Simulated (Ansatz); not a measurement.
One change: `O[SiH2][SiH2]CCl` becomes `ClC[SiH2][SeH]`.

Ansatz, PBE0-D4/def2-TZVP geometries, multiplicity 1. Each molecule was computed in one conformer, which needn't be the lowest.

Scalar relativity is left out up to krypton. Spin–orbit coupling is left out; it splits and shifts lone-pair levels of the heavy atoms by tenths of an eV.

```tsv
property	`O[SiH2][SiH2]CCl`
HOMO energy (ωB97M-V/def2-TZVPP) / eV	-9.86
HOMO–LUMO gap (PBE/def2-TZVPP) / eV	5.00
size of the dipole moment (PBE/def2-TZVPP) / D	1.44
HOMO–LUMO gap (B3LYP/def2-TZVPP) / eV	6.70
HOMO energy (B3LYP/def2-TZVPP) / eV	-7.57
size of the dipole moment (B3LYP/def2-TZVPP) / D	1.53
```

(1) What does the change do to each property? (Estimate.)

Results:

(1) Ansatz gave: 
```csv
property,`ClC[SiH2][SeH]`,shift
HOMO energy (ωB97M-V/def2-TZVPP) / eV,-9.40,0.46
HOMO–LUMO gap (PBE/def2-TZVPP) / eV,5.00,0.00
size of the dipole moment (PBE/def2-TZVPP) / D,1.16,-0.28
HOMO–LUMO gap (B3LYP/def2-TZVPP) / eV,6.56,-0.14
HOMO energy (B3LYP/def2-TZVPP) / eV,-7.00,0.57
size of the dipole moment (B3LYP/def2-TZVPP) / D,1.16,-0.37
```

Dipoles are sizes alone; their direction can turn.

B3LYP here is the variant with VWN-RPA as its local correlation; programs differ in this.
